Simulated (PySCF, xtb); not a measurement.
ZrOF2, SMILES [O]=[Zr]([F])[F], multiplicity 1.

GFN2-xTB in xtb at its own geometry gives an orbital gap of 2.88 eV and a dipole moment of 6.50 D.

Geometry: B3LYP-D3(BJ)/def2-TZVP. The multiplicity is an assumed one; other spin states were not compared. The def2 effective core potentials stand for the cores of Zr; spin–orbit coupling is left out.

**Question.** What does CAM-B3LYP/def2-TZVPD (PySCF) give? (Estimate from the structure and the level; the computed values follow.)

**Answer.** gap 7.86 eV (levels -10.38 and -2.52 eV), dipole 4.43 D.
